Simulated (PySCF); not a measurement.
Ge²⁺: ionisation energy

Ge²⁺ [Ar] 3d10 4s2 → Ge³⁺ [Ar] 3d10 4s1 [4s1/2^1, M_J = 1/2], as a difference of total energies. Calculation: PySCF 2.14, in x2c-TZVPPall-2c (6s7p4d1f, 54 functions); the two-component X2C-1e Hamiltonian. Correlated levels: [Ne] frozen. "Screened" scales the spin-orbit matrix elements by Boettger's factors to mimic the two-electron term; Breit and QED terms are absent.

```csv
method,ionisation energy (eV)
GHF (screened spin-orbit),32.176
GMP2 (screened spin-orbit),33.384
```

**Question.** How much does correlation contribute at GMP2 (screened spin-orbit)?

**Answer.** 33.384 − (32.176) = 1.208 eV, measured against GHF (screened spin-orbit).

Errors of the correlated levels include the incompleteness of this basis and the frozen core.

MP2 underrates the near-degeneracy of ns² with np² in the lower species.

For comparison: 34.058 eV (measured; NIST Atomic Spectra Database, ionization energies).
